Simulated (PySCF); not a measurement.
Stepwise substitution at one centre (Sn NH2-OCH3). Gas-phase values, no solvent. One relaxed conformer stands for each flexible species; it need not be the lowest. Strings in code marks are SMILES.

The HOMO from two functionals at the same geometries (PBE0-D4/def2-SVP), both in PySCF: PBE-D3(BJ)/def2-TZVP and B3LYP-D3(BJ)/def2-TZVP. B3LYP has the VWN-RPA correlation part, as in Gaussian. 

```csv
species,B3LYP-D3(BJ)/def2-TZVP (eV)
0 of 4 NH2 replaced by OCH3 (`[NH2][Sn]([NH2])([NH2])[NH2]`),-6.89
1 of 4 NH2 replaced by OCH3 (`C[O][Sn]([NH2])([NH2])[NH2]`),-7.08
2 of 4 NH2 replaced by OCH3,-7.28
3 of 4 NH2 replaced by OCH3 (`C[O][Sn]([O]C)([NH2])[O]C`),-7.48
4 of 4 NH2 replaced by OCH3 (`C[O][Sn]([O]C)([O]C)[O]C`),-7.71
```

Task: What does PBE-D3(BJ)/def2-TZVP give for each?

Result: 
- 0 of 4 NH2 replaced by OCH3 (`[NH2][Sn]([NH2])([NH2])[NH2]`): -5.70
- 1 of 4 NH2 replaced by OCH3 (`C[O][Sn]([NH2])([NH2])[NH2]`): -5.76
- 2 of 4 NH2 replaced by OCH3: -5.98
- 3 of 4 NH2 replaced by OCH3 (`C[O][Sn]([O]C)([NH2])[O]C`): -6.14
- 4 of 4 NH2 replaced by OCH3 (`C[O][Sn]([O]C)([O]C)[O]C`): -6.34
Over these rows, drawn at random from the members with no instability flagged (it was tested for open shells, ions and some series alone), PBE minus B3LYP-D3(BJ): mean +1.30 eV, from +1.19 eV to +1.37 eV.
